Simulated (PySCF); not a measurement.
CdF2 (SMILES [F][Cd][F]), singlet, geometry from GFN2-xTB (such geometries of metal compounds can be far from the true shape) (core potentials on Cd), atoms displaced at random by about 0.03 Å a coordinate. Base run: PBE/def2-SVP, gradient run with PySCF.

Input for PySCF:
```python
from pyscf import gto, scf, dft

mol = gto.Mole()
mol.atom = '''
    Cd    0.36778978   -0.00168084   -0.10634122
    F    -1.01949040    1.15167786   -0.74243048
    F    -0.66347710   -1.08100715    1.26864834
'''
mol.basis = 'def2-svp'
mol.ecp = {'Cd': 'def2-svp'}
mol.verbose = 4
mol.build()

mf = dft.RKS(mol)
mf.xc = 'pbe'
mf.kernel()
g = mf.nuc_grad_method()
grad = g.kernel()
```

The coordinate followed is z of atom 3.

The base run was repeated with changes; each row names its change, and settings that it needs were set with it.

```csv
change,dE/dx (Eh/bohr),net force (Eh/bohr)
base,0.002479,0.000175
density fitting = on,0.002479,0.000175
finite difference step (bohr) = 0.05; conv_tol = 1e-11,0.002428,-
grid_response = on,0.002425,0.000000
grids.level = 0; grid_response = on,[?],0.000000
finite difference step (bohr) = 1e-5; conv_tol = 1e-11,0.002461,-
finite difference step (bohr) = 1e-4; conv_tol = 1e-11,0.002462,-
grids.level = 1; grid_response = on,0.002841,0.000000
grids.level = 5; grid_response = off,0.002584,0.000134
finite difference step (bohr) = 1e-3; conv_tol = 1e-11,0.002462,-
density fitting = on; auxbasis_response = off,0.002663,0.000099
grids.level = 0; grid_response = off,0.001353,0.009902
```

Task: Some entries are withheld; supply them.

Result: 
- grids.level = 0; grid_response = on, dE/dx (Eh/bohr): -0.000224

The net force is zero for an exact gradient.
